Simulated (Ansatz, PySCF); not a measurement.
Process, species as SMILES: C#C[Si](C#C)(C#C)C#C + 4 C (CH4) + 3 [SiH4] (SiH4) -> 4 C#C (C2H2) + 4 C[SiH3] [methylsilane]
Geometries: B3LYP-D3(BJ)/def2-TZVP minima from Ansatz (a first-principles code). Frequencies are from Ansatz or PySCF.

Property: bond separation energy (0 K, with B3LYP-D3(BJ) harmonic zero-point energies), in kcal/mol. Cores are frozen in the correlated levels unless marked. Spin-orbit coupling is left out. Non-relativistic. Basis-set limits of correlation are two-point, X^-3; Hartree-Fock from the larger set. The bracket is a focal-point correction in the basis named.

| level | program | bond separation energy (kcal/mol) | minus last row |
|---|---|---|---|
| HF/cc-pV(T+d)Z | Ansatz | 43.6 | -0.4 |
| HF/cc-pwCVTZ | Ansatz | 44.2 | 0.2 |
| BLYP-D4/def2-TZVPD | Ansatz + dftd4 | 48.2 | 4.2 |
| BLYP/def2-TZVPD | Ansatz | 45.0 | 1.0 |
| B3LYP/def2-TZVPD | Ansatz | 44.0 | 0.0 |
| PBE0-D3(BJ)/def2-TZVPD | Ansatz + dftd3 | 42.2 | -1.8 |
| BHLYP-D4/def2-TZVPD | Ansatz + dftd4 | 46.3 | 2.3 |
| r2SCANh/def2-TZVPD | Ansatz | 44.2 | 0.2 |
| r2SCAN0-D4/def2-TZVPD | Ansatz + dftd4 | 43.9 | -0.1 |
| wB97M-V/def2-TZVPD | Ansatz | 40.9 | -3.1 |
| RI-MP2/aug-cc-pV(T+d)Z | Ansatz | 48.8 | 4.8 |
| SCS-MP2/STO-3G | Ansatz | 59.1 | 15.1 |
| CCSD/aug-cc-pV(D+d)Z | Ansatz | 48.6 | 4.6 |
| CCSD/cc-pV(T+d)Z | Ansatz | 43.5 | -0.5 |
| CCSD(T)/6-31G | Ansatz | 44.2 | 0.2 |
| CCSD(T)/6-31G* | Ansatz | 52.1 | 8.1 |
| CCSD(T)/aug-cc-pV(D+d)Z | Ansatz | 50.9 | 6.9 |
| CCSD(T)/aug-cc-pV(T+d)Z | Ansatz | 44.4 | 0.4 |
| CCSD(T)/cc-pwCVTZ | Ansatz | 45.9 | 1.9 |
| CCSD(T) with core electrons (1s frozen past Ne)/cc-pwCVTZ | Ansatz | 45.4 | 1.4 |
| RI-MP2/CBS(cc-pV(T+d)Z,cc-pV(Q+d)Z)+[CCSD(T)-MP2]/cc-pV(T+d)Z | Ansatz | 44.0 | 0.0 |
